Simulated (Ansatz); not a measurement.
`O[SiH2]C(F)[TeH]` and `O[SiH2]C[TeH]` differ in one atom or group.

Ansatz, PBE0-D4/def2-TZVP geometries, multiplicity 1. Each molecule was computed in one conformer, which needn't be the lowest.

Elements past krypton have def2 core potentials.

```
                                          property  `O[SiH2]C(F)[TeH]`
size of the dipole moment (ωB97M-V/def2-TZVPP) / D                1.64
             HOMO energy (ωB97M-V/def2-TZVPP) / eV               -8.96
               HOMO–LUMO gap (PBE/def2-TZVPP) / eV                3.88
  size of the dipole moment (B3LYP/def2-TZVPP) / D                1.59
                HOMO energy (PBE0/def2-TZVPP) / eV               -6.85
             HOMO–LUMO gap (B3LYP/def2-TZVPP) / eV                5.29
```

Question: What does the change do to each property? (Estimate.)

Answer: The calculation gave: 
```tsv
property	`O[SiH2]C[TeH]`	shift
size of the dipole moment (ωB97M-V/def2-TZVPP) / D	1.33	-0.31
HOMO energy (ωB97M-V/def2-TZVPP) / eV	-8.56	0.40
HOMO–LUMO gap (PBE/def2-TZVPP) / eV	3.63	-0.25
size of the dipole moment (B3LYP/def2-TZVPP) / D	1.36	-0.23
HOMO energy (PBE0/def2-TZVPP) / eV	-6.46	0.39
HOMO–LUMO gap (B3LYP/def2-TZVPP) / eV	5.04	-0.25
```

With PBE0 the HOMO rises by 0.39 eV and the LUMO rises by 0.14 eV, so the gap narrows by about 0.25 eV. PBE moves the HOMO by 0.38 eV and ωB97M-V by 0.40 eV. Dipoles are sizes alone; their direction can turn.

B3LYP here is the variant with VWN-RPA as its local correlation; programs differ in this.

Spin–orbit coupling is left out; it splits and shifts lone-pair levels of the heavy atoms by tenths of an eV.
